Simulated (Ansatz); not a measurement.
One change: `CCB(S)Cl` becomes `[SiH3]OB(S)Cl`.

Ansatz, PBE0-D4/def2-TZVP geometries, multiplicity 1. Each molecule was computed in one conformer, which needn't be the lowest.

```json
{"property": "HOMO energy (PBE0/def2-TZVPP) / eV", "`CCB(S)Cl`": "-8.03"}
{"property": "size of the dipole moment (B3LYP/def2-TZVPP) / D", "`CCB(S)Cl`": "2.02"}
{"property": "HOMO energy (PBE/def2-TZVPP) / eV", "`CCB(S)Cl`": "-6.83"}
{"property": "HOMO energy (B3LYP/def2-TZVPP) / eV", "`CCB(S)Cl`": "-7.78"}
{"property": "HOMO–LUMO gap (PBE0/def2-TZVPP) / eV", "`CCB(S)Cl`": "7.17"}
{"property": "size of the dipole moment (PBE/def2-TZVPP) / D", "`CCB(S)Cl`": "1.97"}
```

Problem. What does the change do to each property? (Estimate.)

Solution. Computed: 
```tsv
property	`[SiH3]OB(S)Cl`	shift
HOMO energy (PBE0/def2-TZVPP) / eV	-8.00	0.03
size of the dipole moment (B3LYP/def2-TZVPP) / D	1.17	-0.85
HOMO energy (PBE/def2-TZVPP) / eV	-6.76	0.07
HOMO energy (B3LYP/def2-TZVPP) / eV	-7.74	0.04
HOMO–LUMO gap (PBE0/def2-TZVPP) / eV	7.70	0.53
size of the dipole moment (PBE/def2-TZVPP) / D	1.11	-0.86
```

The zero-point energy changes by -93.1 kJ/mol with -6 modes. Dipoles are sizes alone; their direction can turn.

B3LYP here is the variant with VWN-RPA as its local correlation; programs differ in this.
